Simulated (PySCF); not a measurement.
Species: C₅H₆OS.
Geometry (GFN2-xTB, Å), atoms numbered from 1 in this order:
```
atom  x, y, z in Å
C1     2.2124    0.0297   -0.0047
O2     1.0723    0.8463   -0.1096
C3    -0.1330    0.2259   -0.0353
C4    -1.3270    0.9993   -0.1146
C5    -2.4421    0.2391   -0.0180
S6    -2.0774   -1.4294    0.1676
C7    -0.3851   -1.1047    0.1159
H8     2.2527   -0.7029   -0.8177
H9     2.2373   -0.4977    0.9547
H10    3.0687    0.6984   -0.0739
H11   -1.3172    2.0657   -0.2387
H12   -3.4656    0.5541   -0.0435
H13    0.2997   -1.9233    0.2001
```

Method used: TDDFT B3LYP/def2-SVPD, vertical, gas phase, core orbitals frozen in the response (PySCF).

Frontier orbitals with the atoms that hold most of them (Löwdin shares over 4%, at most four atoms; ? is withheld):

```
orbital  ε (eV)                           atoms
 HOMO-3   -9.29    O2 34%, S6 27%, C7 9%, C1 8%
 HOMO-2   -9.07   O2 34%, S6 18%, C1 12%, C5 9%
 HOMO-1   -6.85                               ?
   HOMO       ?                               ?
   LUMO   -0.45  C5 26%, S6 21%, C4 16%, C7 16%
 LUMO+1    0.19     S6 55%, C1 9%, C7 7%, C5 5%
 LUMO+2    0.55    S6 32%, C1 15%, C7 7%, H8 6%
```

(1) Give the leading atoms of the HOMO-1.

(2) Which atoms hold the HOMO, and with what shares?

(3) What is the HOMO energy, and the HOMO–LUMO gap?

Results:

(1) C4 (bonded to 2 C and H) 27%; C5 (bonded to C, S and H) 22%; S6 (bonded to 2 C) 21%; C7 (bonded to C, S and H) 17%. By element: carbon 66% or more, sulfur 21%.

(2) C7 (bonded to C, S and H) 21%; S6 (bonded to 2 C) 21%; O2 (bonded to 2 C) 20%; C3 (bonded to 2 C and O) 17%. By element: carbon 38% or more, sulfur 21%, oxygen 20%.

(3) ε(HOMO) = -6.17 eV; the gap is 5.71 eV (0.2100 hartree).

Problem. The HOMO–LUMO gap is 5.71 eV. Where does the response calculation put the lowest singlet, and from which orbitals?

Solution. S1 is at 5.25 eV (f = 0.078), 0.47 eV below the gap, made of HOMO→LUMO (92%). 

Problem. Give energy, strength and leading configuration of S1, S2, S4 and S5, and follow the Löwdin shares of the leading atoms from the occupied to the empty orbital.

Solution. 
- S1 (5.25 eV, f 0.078), HOMO→LUMO (92%): C7 21% → 16%, S6 21% → 21%, C5 at most 17% → 26%
- S2 (5.35 eV, f 0.0044), HOMO→LUMO+1 (94%): C7 21% → 7%, S6 21% → 55%, C1 at most 17% → 9%
- S4 (6.00 eV, f 0.0058), HOMO-1→LUMO+1 (85%): C4 27% → at most 6%, C5 22% → 5%, S6 21% → 55%, C1 at most 13% → 9%
- S5 (6.02 eV, f 0.088), HOMO-1→LUMO (85%): C4 27% → 16%, C5 22% → 26%, S6 21% → 21%

Löwdin shares depend on the basis, the more so with diffuse functions.

Time: 25 s of wall time. Hardware: one thread, x86-64 server (shared host).

One conformer stands for the species.
